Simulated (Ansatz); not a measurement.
Ansatz results at the PBE0-D4/def2-TZVP geometry: ideal-gas entropy at 298 K and 1 bar (rigid rotor, harmonic PBE0-D4/def2-TZVP) 342 J/(mol·K); size of the dipole moment (PBE/def2-TZVPP) 0.83 D; size of the dipole moment (B3LYP/def2-TZVPP) 0.96 D.

(1) Which molecule gave them?
A. `[F][Sn]([Cl])[Cl]`•
B. `[OH][Sn]([Cl])[Cl]`•
C. `F[SiH](F)O[SiH2]`•
D. `[SiH3][O][GeH2]`•

## Answers

(1) D. The others give `F[SiH](F)O[SiH2]`•: 376, 1.29, 1.36; `[OH][Sn]([Cl])[Cl]`•: 359, 2.26, 2.41; `[F][Sn]([Cl])[Cl]`•: 349, 2.21, 2.43.

B3LYP here is the variant with VWN-RPA as its local correlation; programs differ in this.
